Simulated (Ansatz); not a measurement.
A run for Ansatz (a program for electronic structure): R-r2SCAN/def2-TZVPPD on HCl (SMILES Cl) with ghost functions, monomers drawn apart or pushed together. Files ending in .json are basis or fitting sets from the Basis Set Exchange.

Ansatz 0.2 input:
```yaml
crystal:
  periodic: [false, false, false]
  atoms:
    - {symbol: Cl, position_ang: [0.53481538, -0.46597293, -0.22561594]}
    - {symbol: H, position_ang: [0.80026747, 0.78567606, -0.12357310]}
basis:
  gaussian:
    orbitals: def2-TZVPPD.json
    ghost_atoms:
      - {symbol: Br, position_ang: [0.20076545, -0.31701231, 3.43672010]}
      - {symbol: H, position_ang: [0.27874729, -0.59972184, 2.03662728]}
hamiltonian:
  xc: {name: r2SCAN}
scf: {lower_state_search: off}
```

Program output:

```
WARN ansatz: RAYON_NUM_THREADS=2 ignored (pool sized by the plan → 2); use --threads N
Functional definition: r2SCAN
these checks for a lower state are left out or cut short: stability, starts, cluster_reference, orbital_swaps, neighbouring_geometries, increment
integrals: 0.06 GiB planned
849 factors; their error is unknown
mean field: 0.41 GiB planned
mean field evaluation 1: about -12538.4022 eV, gradient 1.1e1 eV
mean field evaluation 2: about -12538.4560 eV, gradient 1.1e1 eV
mean field evaluation 4: about -12538.6595 eV, gradient 3.1e-1 eV
mean field evaluation 8: about -12538.6522 eV, gradient 1.8e-3 eV
mean field -12538.65222217 eV, -460.7869701611 hartree, gradient 3.7e-6 eV, S^2 0.000000; 0 other end points of the search recorded, 0 dependent functions left out
reference -12538.65224034 eV, -460.7869708287 hartree; 9, 9 occupied and 133, 133 virtual orbitals, 849 factors
Total energy: -12538.65224034 eV, -460.7869708287 hartree
Checks for a lower state left out: stability, starts, cluster_reference, orbital_swaps, neighbouring_geometries, increment
```

The calculation finished and met its thresholds.

Cost: very roughly 1.9 core-seconds.
